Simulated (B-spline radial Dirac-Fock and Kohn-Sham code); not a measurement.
# Photoionisation of aluminum ions at Ag Lα (2984.4 eV)

Model: independent-particle photoionisation in a Dirac-Hartree-Slater potential with a Latter tail, all multipoles, thresholds from Dirac-Fock ΔSCF. Program: an atomic code on a B-spline grid. Cross sections in kb; a dash marks an empty subshell or a threshold above the photon energy.

| ion | configuration | total | 1s | 2p3/2 | 3s | 3p1/2 | 3p3/2 |
| --- | --- | --- | --- | --- | --- | --- | --- |
| Al | [Ne] 3s2 3p1 | 36.57 | 33.9 | 0.448 | 0.135 | 0.00177 | 0.00345 |
| Al⁴⁺ | [He] 2s2 2p5 | 36.65 | 34.0 | 0.412 | – | – | – |
| Al⁹⁺ | [He] 2s2 | 37.86 | 35.2 | – | – | – | – |

Values without a named source are computed, but for edge energies of neutral atoms, which are taken from tables.
